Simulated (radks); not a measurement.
Q: The erbium ion Er8+ is in [Kr] 4d10 4f7 5s2 5p5. Method: scalar-relativistic Kohn-Sham, LDA (Slater exchange, Perdew-Wang correlation), spin-polarised, spherical densities, finite nucleus; Fermi nuclear charge, rms radius of each element as measured or else 0.836 A^(1/3) + 0.57 fm; computed with a radial shooting solver on a logarithmic mesh with Libxc functionals. Open shells are filled with parallel spins first. One electron is removed from 5s, 4f, 4d, 5p in turn, with full relaxation. Which removal costs least, and what does each cost?

A: 5p 151.05 eV; 4f 169.31 eV; 5s 184.02 eV; 4d 329.52 eV. The 5p electron leaves first.
